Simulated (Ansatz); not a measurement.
CH₅FGeSiZn (`[F][Zn][GeH]1[CH2][SiH2]1`), relaxed with RKS PBE0-D4/def2-TZVP in Ansatz from a GFN2-xTB geometry. The force threshold is 0.005 eV/Å; the program also tests the step.

The species carries charge 0 and has multiplicity 1.

Start:

```xyz
10

F    -1.694   -1.909    1.610
Zn   -1.731   -0.140    1.951
Ge   -1.081    1.036   -0.004
C     0.771   -0.134    0.335
Si    0.605   -0.133   -1.480
H    -0.319    2.309    0.502
H     0.595   -1.084    0.823
H     1.596    0.407    0.776
H    -0.014   -1.225   -2.216
H     1.274    0.873   -2.296
```

Problem. By how much does the energy fall, and how many steps does the optimiser take? (An estimate is asked.)

Solution. Ansatz gave: 1.25 eV, in 18 steps.

Problem. Which bonds change most? (An estimate is asked.)

Solution. Ansatz gave: Ge3–Si5 from 2.528 to 2.311 Å; Ge3–C4 from 2.217 to 2.027 Å; C4–Si5 from 1.822 to 1.870 Å; F1–Zn2 from 1.802 to 1.760 Å.

Problem. Give the relaxed structure. (Estimate.)

Solution. Ansatz gave: 
```xyz
10

F    -3.245   -1.729    2.377
Zn   -2.106   -0.672    1.549
Ge   -0.598    0.689    0.396
C     1.289   -0.014    0.161
Si    0.496    0.034   -1.532
H    -0.585    2.190    0.709
H     1.500   -0.982    0.607
H     2.064    0.714    0.386
H     0.183   -1.271   -2.160
H     1.003    1.040   -2.493
```
